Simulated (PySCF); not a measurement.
Compound: C8H13P.
Atom-mapped SMILES: `[CH:1]#[C:2][CH2:3][P:4]([CH3:5])[CH:6]1[CH2:7][CH2:8][CH2:9]1` (hydrogens: H10 on C1; H11, H12 on C3; H13, H14, H15 on C5; H16 on C6; H17, H18 on C7; H19, H20 on C8; H21, H22 on C9)

The same species was optimised twice, with GFN2-xTB and with PBE0-D3(BJ)/def2-SVP (PySCF), and the same property calculations (PySCF, gas phase) were run on both structures.

```csv
coordinate,GFN2-xTB,PBE0-D3(BJ)/def2-SVP,change
C1≡C2 (Å),1.197,1.212,+0.015
P4–C6 (Å),1.862,1.849,-0.013
C2–C3 (Å),1.441,1.450,+0.009
C6–C7 (Å),1.540,1.546,+0.006
C6–C9 (Å),1.540,1.546,+0.006
C8–C9 (Å),1.535,1.540,+0.005
C7–C8 (Å),1.535,1.540,+0.005
P4–C5 (Å),1.850,1.847,-0.003
C3–P4 (Å),1.876,1.879,+0.003
P4–C6–C9 (°),115.3,117.6,+2.3
P4–C6–C7 (°),115.6,117.4,+1.8
C5–P4–C6 (°),98.2,99.9,+1.7
C2–C3–P4 (°),110.5,112.1,+1.6
C3–P4–C6 (°),96.3,97.7,+1.4
C3–P4–C5 (°),97.8,99.0,+1.2
C7–C6–C9 (°),89.3,88.2,-1.1
C7–C8–C9 (°),89.7,88.7,-1.0
C2–C3–P4–C5 (°),-69,-68,+1
C3–P4–C6–C7 (°),179,-179,+2
```

Rotational constants: A = 3339, B = 728.3, C = 637.7 MHz (GFN2-xTB) against A = 3302, B = 713.3, C = 623.1 MHz (PBE0-D3(BJ)/def2-SVP). Point groups within 0.08 Å: C1 and C1.

On the GFN2-xTB structure: HOMO (eV) -6.73 [PBE0/pcSseg-1]; LUMO (eV) 0.77 [PBE0/pcSseg-1]; dipole (D) 1.64 [PBE0/pcSseg-1]; GIAO shielding of C1 (ppm) 111.1 [PBE0/pcSseg-1]; GIAO shielding of C2 (ppm) 101.5 [PBE0/pcSseg-1]; GIAO shielding of C3 (ppm) 165.0 [PBE0/pcSseg-1]; GIAO shielding of P4 (ppm) 356.6 [PBE0/pcSseg-1]; GIAO shielding of C5 (ppm) 172.5 [PBE0/pcSseg-1]; GIAO shielding of C6 (ppm) 147.1 [PBE0/pcSseg-1]; GIAO shielding of C7/C9 (mean) (ppm) 161.8 [PBE0/pcSseg-1]; GIAO shielding of C8 (ppm) 167.1 [PBE0/pcSseg-1].

Problem. What do these properties become on the PBE0-D3(BJ)/def2-SVP structure?

Solution. 
| property | level | on GFN2-xTB | on PBE0-D3(BJ)/def2-SVP | change |
| --- | --- | --- | --- | --- |
| HOMO (eV) | PBE0/pcSseg-1 | -6.73 | -6.61 | +0.12 |
| LUMO (eV) | PBE0/pcSseg-1 | 0.77 | 0.72 | -0.05 |
| dipole (D) | PBE0/pcSseg-1 | 1.64 | 1.68 | +0.04 |
| energy, GFN2-xTB geometry as zero (kcal/mol) | PBE0/pcSseg-1 | 0.0 | -1.3 | -1.3 |
| GIAO shielding of C1 (ppm) | PBE0/pcSseg-1 | 111.1 | 109.1 | -2.0 |
| GIAO shielding of C2 (ppm) | PBE0/pcSseg-1 | 101.5 | 101.0 | -0.5 |
| GIAO shielding of C3 (ppm) | PBE0/pcSseg-1 | 165.0 | 163.9 | -1.1 |
| GIAO shielding of P4 (ppm) | PBE0/pcSseg-1 | 356.6 | 351.8 | -4.8 |
| GIAO shielding of C5 (ppm) | PBE0/pcSseg-1 | 172.5 | 171.6 | -0.9 |
| GIAO shielding of C6 (ppm) | PBE0/pcSseg-1 | 147.1 | 144.9 | -2.2 |
| GIAO shielding of C7/C9 (mean) (ppm) | PBE0/pcSseg-1 | 161.8 | 157.3 | -4.5 |
| GIAO shielding of C8 (ppm) | PBE0/pcSseg-1 | 167.1 | 161.1 | -6.0 |

The heavy atoms differ by 0.073 Å rms after alignment. Among bonds between heavy atoms C1≡C2 changes most (+0.015 Å). Changes are differences of the printed values. Neither structure is proved a minimum here.

Conformer computed: `[CH:1]#[C:2][CH2:3][P:4]([CH3:5])[CH:6]1[CH2:7][CH2:8][CH2:9]1`: C2–C3–P4–C5 -68°, C3–P4–C6–C7 -179°.
